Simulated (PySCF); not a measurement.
BLYP on Ga (gallium, neutral), [Ar] 3d10 4s2 4d1, 2D determinant (an excited configuration). All numbers are calculated (PySCF 2.14, the spin-free X2C one-electron Hamiltonian (Gaussian nucleus), in aug-cc-pVDZ-DK).

```
cycle= 1 E= -1943.67753298773  delta_E= -0.00991  |g|= 0.0982  |ddm|= 0.731
cycle= 2 E= -1943.67943320285  delta_E= -0.0019  |g|= 0.0659  |ddm|= 0.317
cycle= 3 E= -1943.68132105965  delta_E= -0.00189  |g|= 0.00113  |ddm|= 0.191
cycle= 4 E= -1943.68132197292  delta_E= -9.13e-07  |g|= 8.74e-06  |ddm|= 0.0101
cycle= 5 E= -1943.68132197307  delta_E= -1.56e-10  |g|= 9.09e-07  |ddm|= 9.72e-05
converged SCF energy = -1943.68132197307  <S^2> = 0.7501082  2S+1 = 2.0001082
```

Highest occupied orbital energy: 0.476 eV; ⟨L²⟩ = 6.00; populations by l: s 8.00, p 12.00, d 11.00.

Question: Can this result be used?

Answer: Not for this state. The run converged. The outer electron is Rydberg-like, and this basis confines it to a smaller radius and binds it less than a complete one would. At BLYP the highest occupied level has a positive energy, so only the finite basis holds that electron; for this excited configuration the basis is too tight for the outer shell.
